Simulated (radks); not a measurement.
Neutral silicon inside a hard spherical wall (all orbitals vanish at R), configuration held at [Ne] 3s2 3p2 and not refilled when levels cross. Method: scalar-relativistic Kohn-Sham, LDA (Slater exchange, VWN5 correlation), spin-polarised, spherical densities, finite nucleus; open shells are filled with parallel spins first; Fermi nuclear charge, rms radius 3.1224 fm; computed with a radial shooting solver on a logarithmic mesh with Libxc functionals. Eigenvalues in eV for spin up, with the zero of energy where the potential of the charges vanishes at infinity; a dash marks a level that is unbound or too diffuse for the functional's potential to be trusted. A positive occupied level is held by the wall or, in an anion where self-interaction has pushed it up, behind a barrier. The pressure on the wall is -dE/dV.

| R (bohr) | E (hartree) | kinetic (hartree) | e(2s) | e(2p) | e(3s) | e(3p) | e(4s, empty) | e(4p, empty) | pressure (GPa) |
|---|---|---|---|---|---|---|---|---|---|
| free | -288.85060 | 289.281 | -138.61 | -95.494 | -11.386 | -4.622 | -0.407 | - | 0 |
| 15 | -288.85060 | 289.281 | -138.61 | -95.494 | -11.386 | -4.622 | -0.323 | 0.676 | < 0.0001 |
| 10 | -288.85036 | 289.284 | -138.58 | -95.466 | -11.365 | -4.601 | 0.301 | 2.046 | 0.00648 |
| 7 | -288.84266 | 289.338 | -138.12 | -95.003 | -11.059 | -4.250 | 3.095 | 6.296 | 0.449 |
| 5 | -288.75951 | 289.762 | -135.65 | -92.528 | -9.437 | -2.205 | 12.703 | 18.094 | 10.8 |
| 4 | -288.51415 | 290.747 | -131.45 | -88.311 | -6.255 | 1.820 | 28.270 | 35.286 | 66.4 |
| 3.5 | -288.18115 | 291.888 | -127.56 | -84.387 | -2.683 | 6.207 | 43.959 | 51.805 | 180 |
| 3 | -287.47152 | 294.042 | -121.59 | -78.364 | 4.105 | 14.236 | 71.161 | 79.505 | 535 |
| 2.5 | -285.85453 | 298.417 | -112.28 | -68.926 | 18.272 | 30.158 | 121.95 | 129.41 | 1820 |
